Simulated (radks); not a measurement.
Q: These are the eigenvalues of the occupied orbitals of an atom or ion with whole-number occupations (Ry). All-electron calculation, Dirac Kohn-Sham, PBE, spin-unpolarised, spherical densities, point nucleus. Program: a radial shooting solver on a logarithmic mesh with Libxc functionals.

orbital  eigenvalue
1s1/2     -74.94022
2s1/2      -9.24793
2p1/2      -7.76292
2p3/2      -7.74608
3p1/2      -2.12119

Which element is it, and in what charge state? The configuration may be excited. Open shells, if any, fill j = l - 1/2 first.

A: Z = 10, neon, charge +3: Ne3+ in 1s1 2s2 2p3 3p1. The list shows which subshells hold electrons but not how many an open one holds; the 1s level, -37.47 hartree, gives Z - s = 8.7 by -(Z - s)^2/2, which with screening and relativity narrows Z to a few neighbours, and the depths of the outer levels then fix element, charge and occupations together.
